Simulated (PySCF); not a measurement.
Structure with atom numbers: `[CH2:1]=[CH:2][c:3]1[cH:4][o:5][n:6][c:7]1[F:8]`; H(Xn) means a hydrogen on atom n. Ha(C1) is cis to C3; Hb(C1) is trans to C3.

Theory: shielding tensors at PBE0/pcSseg-1 (GIAO), GFN2-xTB structure, in PySCF 2.14.0 with density-fitted response routines (one conformer, no solvent model, no relativistic terms).

Problem. Predict the 2D correlation tables (HSQC, COSY, HMBC).

Solution. 

HSQC (one-bond C–H):
```
           δH          δC
 8.33 (H(C4))  165.0 (C4)
 6.72 (H(C2))  128.5 (C2)
6.39 (Ha(C1))  125.6 (C1)
5.75 (Hb(C1))  125.6 (C1)
```

COSY cross peaks (H two or three bonds apart, from the bond graph; peaks can be absent where the dihedral angle is near 90°):
```
           δH             δH
 6.72 (H(C2))  6.39 (Ha(C1))
 6.72 (H(C2))  5.75 (Hb(C1))
6.39 (Ha(C1))  5.75 (Hb(C1))
```

HMBC (two and three bonds, from the bond graph):
```
           δH                                              δC
 8.33 (H(C4))              182.1 (C7), 128.5 (C2), 116.4 (C3)
 6.72 (H(C2))  182.1 (C7), 165.0 (C4), 125.6 (C1), 116.4 (C3)
6.39 (Ha(C1))                          128.5 (C2), 116.4 (C3)
5.75 (Hb(C1))                          128.5 (C2), 116.4 (C3)
```

References, each an isolated molecule treated in the same way: 1H (σref 31.72) and 13C (σref 186.93) vs TMS.

Shifts are as computed. Against solution values, carbons near 30 ppm lie about +3 ppm off and those near 130 ppm about +5 ppm. Of 1211 compounds with measured shifts, 218 miss one by over three times the rms of a fit or turn the order of signals round; such compounds aren't used in these exercises.
